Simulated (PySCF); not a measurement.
**Si2HClO2F4**

The system: Si2HClO2F4, a molecule drawn to mimic a surface site (built as: Si site whose three back bonds go to F, Cl, OSiF3; end group OH); neutral, singlet. The structure, one conformer, was relaxed in the gas phase by PBE0-D3(BJ)/def2-SVP. No frequency run checks that it is a minimum.

SMILES: O[Si](F)(Cl)O[Si](F)(F)F

Coordinates in Å:
```
Si1    -0.198   -0.062   -1.591
F2     -0.739   -1.459   -2.159
Cl3     1.462    0.489   -2.602
O4      0.166   -0.345   -0.016
Si5     0.664    0.186    1.423
F6      0.466   -0.953    2.514
F7      2.199    0.599    1.391
F8     -0.186    1.459    1.866
O9     -1.306    1.115   -1.767
H10    -2.173    1.008   -1.362
```

Shieldings: GIAO PBE0/pcSseg-1. Shifts are against computed references at the same level: H TMS (σ 31.27 ppm), Si TMS (σ 352.0 ppm). Core levels by delta-SCF with SCAN, pcX-2 on the ionised atom and pcseg-1 elsewhere, spin-free X2C (2p3/2 is the spin-free 2p value less a third of a first-order spin-orbit splitting); from the vacuum level, for chosen atoms.

(1) Give the NMR and core-level values of the distinct atoms.

(2) By CAM-B3LYP/def2-SVPD (TDDFT singlets, Tamm-Dancoff triplets, ionisation by delta-SCF), where does absorption start, and what does vertical ionisation take?

Answers

(1) 
```json
{"atoms": "Si1", "bonded to": "1 Cl + 1 F + 2 O", "σ (ppm)": "418.0", "δ (ppm)": "-66.0", "core level (eV)": "2p3/2 110.51"}
{"atoms": "F2", "bonded to": "1 Si", "σ (ppm)": "303.0", "δ (ppm)": "-", "core level (eV)": "1s 693.45"}
{"atoms": "Cl3", "bonded to": "1 Si", "σ (ppm)": "917.5", "δ (ppm)": "-", "core level (eV)": "2p3/2 207.11"}
{"atoms": "O4", "bonded to": "2 Si", "σ (ppm)": "245.1", "δ (ppm)": "-", "core level (eV)": "1s 539.99"}
{"atoms": "Si5", "bonded to": "3 F + 1 O", "σ (ppm)": "457.9", "δ (ppm)": "-105.9", "core level (eV)": "-"}
{"atoms": "F6", "bonded to": "1 Si", "σ (ppm)": "337.7", "δ (ppm)": "-", "core level (eV)": "-"}
{"atoms": "F7", "bonded to": "1 Si", "σ (ppm)": "333.9", "δ (ppm)": "-", "core level (eV)": "-"}
{"atoms": "F8", "bonded to": "1 Si", "σ (ppm)": "333.2", "δ (ppm)": "-", "core level (eV)": "-"}
{"atoms": "O9", "bonded to": "1 Si + 1 H", "σ (ppm)": "271.0", "δ (ppm)": "-", "core level (eV)": "1s 540.11"}
{"atoms": "H10", "bonded to": "1 O", "σ (ppm)": "28.63", "δ (ppm)": "2.63", "core level (eV)": "-"}
```

Values are those of this one static structure; atoms that internal rotation interchanges would show their mean in an NMR spectrum.

(2) The lowest singlet lies at 8.40 eV (f 0.002), the strongest of the first 6 at 8.77 eV (f 0.080), the lowest triplet at 8.03 eV; vertical ionisation takes 12.68 eV.

The 3 runs behind this took 5 min in all, one thread each of Intel Xeon 6975P-C on a shared host, launched as `OMP_NUM_THREADS=1 python cluster_run.py task.json out`.
